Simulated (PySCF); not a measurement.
# Spinor energies of Mg⁺ (magnesium, charge +1)

Start: [Ne] 3p1; 3p3/2 filled at m_j = +3/2. Calculated with PySCF 2.14 in x2c-TZVPall-2c with one added diffuse shell each of s, p, d type (6s6p4d, 44 functions): generalised Hartree-Fock with the X2C-1e Hamiltonian and a Gaussian nucleus; one run each with spin-orbit coupling (SO) switched off, then screened by Boettger's factors. This is a chosen level, not necessarily the ground level.

| spinor shell | electrons | ε, spin-free (eV) | ε, screened SO (eV) | weight of nominal j (screened SO) | rms radius, screened SO (bohr) |
| --- | --- | --- | --- | --- | --- |
| 1s1/2 | 2 | -1347.3 | -1347.3 | 1.000 | 0.151 |
| 2s1/2 | 2 | -113.33 | -113.33 | 1.000 | 0.755 |
| 2p1/2 | 2 | -72.784 | -72.951 | 0.963 | 0.768 |
| 3p3/2 | 1 | -10.412 | -10.409 | 1.000 | 3.85 |

Task: Where does 2p3/2 lie, and what is the 2p spin-orbit splitting (screened SO)?

Result: At -72.707 eV, 0.243 eV above 2p1/2.

```csv
quantity,spin-free,screened SO
E (hartree),-199.51071,-199.51064
M_J,3/2,3/2
⟨J²⟩,3.750,3.750
⟨L²⟩,2.000,2.000
⟨S²⟩,0.750,0.750
```

Each row is a mean over spinors that exchange with the open shell spreads, by up to 0.479 eV (2p3/2).

Without spin-orbit coupling the j labels of p, d and f shells carry no meaning; the spin-free column gives the mean over the occupied spinors of each nl shell.
